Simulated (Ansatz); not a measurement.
Stepwise reaction of `[OH][Ge]([OH])([OH])[Cl]` with hydrogen chloride, as a gas-phase model of exchange steps in deposition or etching. ΔE in kJ/mol.

Program: Ansatz. Geometries: PBE0-D4/def2-TZVP. ΔE: electronic, gas phase. CCSD(T)/CBS is the MP2 limit (def2-TZVPP, def2-QZVPP) plus CCSD(T) − MP2 in def2-TZVPP, frozen cores. This one scheme is used for every species. Functionals use def2-TZVPP. B3LYP here is the variant with VWN-RPA as its local correlation; programs differ in this. For Ge outer-core shells are correlated without core-valence functions, which leaves a few kJ/mol of doubt a bond. Scalar relativity is left out up to krypton. One conformer a species, not always the lowest.

| step | reaction | PBE-D4 | B3LYP-D4 | ωB97M-V | CCSD(T)/CBS |
| --- | --- | --- | --- | --- | --- |
| 1 | `[OH][Ge]([OH])([OH])[Cl]` + HCl → `[OH][Ge]([OH])([Cl])[Cl]` + H₂O | -33.3 | -30.1 | -29.3 | -29.3 |
| 2 | `[OH][Ge]([OH])([Cl])[Cl]` + HCl → `[OH][Ge]([Cl])([Cl])[Cl]` + H₂O | -31.9 | -29.3 | -28.1 | -28.3 |
| 3 | `[OH][Ge]([Cl])([Cl])[Cl]` + HCl → `[Cl][Ge]([Cl])([Cl])[Cl]` + H₂O | -32.0 | -29.8 | -28.5 | -29.0 |

(1) By hand: ΔE of the 3 steps together at CCSD(T)/CBS.

Results:

(1) (-29.3) + (-28.3) + (-29.0) = -86.6 kJ/mol, or -28.9 kJ/mol a step.

In ΔE the steps differ by no more than 1.0 kJ/mol. All are downhill at CCSD(T)/CBS. PBE-D4 differs from CCSD(T)/CBS by -4.0 to -3.0 kJ/mol a step. Isolated molecules leave out the surface, adducts and barriers. Largest T1 diagnostic: 0.011.
